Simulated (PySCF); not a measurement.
NbOCl₃, SMILES [Nb]([Cl])([Cl])(=[O])[Cl], multiplicity 1.

Coordinates come from a PBE0-D3(BJ)/def2-SVP optimisation. The spin state was assumed, not searched. The isomer is the one that the SMILES or the coordinates give; other isomers of the formula were not compared. The def2 effective core potentials stand for the cores of Nb; spin–orbit coupling is left out.

Two levels are set side by side: PBE/def2-TZVP (PySCF) and r2SCAN/def2-TZVP (PySCF). Same geometry, gas phase. Differences are taken from unrounded values.

| quantity | PBE |
|---|---|
| orbital gap (eV) | 4.35 |
| highest occupied level (eV) | -8.40 |
| lowest empty level (eV) | -4.05 |
| dipole moment (D) | 1.00 |
| mean polarisability (bohr³) | 80.7 |

### Question
These are the PBE values. What does r2SCAN give? (Estimate from the structure and the level; the computed values follow.)

### Answer

| quantity | r2SCAN | PBE minus r2SCAN |
|---|---|---|
| orbital gap (eV) | 4.76 | -0.41 |
| highest occupied level (eV) | -8.79 | 0.40 |
| lowest empty level (eV) | -4.04 | -0.01 |
| dipole moment (D) | 1.04 | -0.03 |
| mean polarisability (bohr³) | 78.7 | 2.1 |

Rough cost on one machine, each run with all the roots and properties that it gave: r2SCAN against PBE about 3 times.
